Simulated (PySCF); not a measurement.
## Electron correlation in Sc (scandium, neutral)

[Ar] 3d1 4s2, 2D determinant. Calculation: PySCF 2.14, in aug-cc-pVDZ (7s6p4d2f, 59 functions); no relativity, point nucleus. Frozen: [Ar]; 3 electrons correlated.

```
  level  correlation energy (mhartree)
   CCSD                         -38.50
    (T)                          -0.84
CCSD(T)                         -39.34
  CCSDT                         -39.90
```

Diagnostics: T1 = 0.027, D1 = 0.0468, largest double amplitude 0.073.

**Question.** Is a single reference adequate?

**Answer.** Mostly. T1 lies below 0.03, but a double amplitude of this size points to a near-degeneracy that CCSD handles and MP2 describes poorly.
